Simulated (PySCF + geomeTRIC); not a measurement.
Species: C$_{2}$H$_{4}$OS, SMILES `COC=S` (C–O–C–S torsion 0°) (charge 0, multiplicity 1).

Q: Give a relaxed geometry from PySCF + geomeTRIC with r2SCAN-D4/def2-TZVP.

A: Several could match; the one computed here: the end point of this relaxation, one of several conformers (outside a Z-matrix the atoms follow the SMILES, hydrogens last).
Z-matrix (Å, degrees):
```
O
C 1 1.3266
H 2 1.0910 1 108.41
C 1 1.4379 2 117.67 3 -179.95
H 4 1.0869 1 105.13 2 -179.99
H 4 1.0908 5 111.40 1 -119.04
H 4 1.0908 5 111.40 6 -121.92
S 2 1.6223 3 123.31 1 -179.93
```
